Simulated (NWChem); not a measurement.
# AuPH4; SMILES [PH3]->[AuH]

```xyz
6

Au     0.0000     0.0000    -0.4326
H      0.0000     0.0000    -2.0400
P      0.0000     0.0000     1.9228
H      1.2101    -0.2642     2.6147
H     -0.8338    -0.9159     2.6147
H     -0.3763     1.1801     2.6147
```
Atoms are numbered in this order, from 1.

Geometry: optimised at PBE0/def2-SVP. def2 effective core potentials on Au; no spin-orbit coupling.

**Question.** List the 4 lowest vertical singlet excitations from LDA (Slater exchange, VWN5)/def2-SVPD with def2 effective core potentials on Au, TDA (NWChem).

**Answer.** 
```
state  energy (eV)  oscillator strength  leading excitation (squared amplitude)
-----  -----------  -------------------  --------------------------------------
S1            4.90                0.037                      HOMO → LUMO (0.90)
S2            4.90                0.037                    HOMO → LUMO+1 (0.90)
S3            5.39                0.042                    HOMO → LUMO+2 (0.92)
S4            5.50                0.000                  HOMO−1 → LUMO+1 (0.39)
```
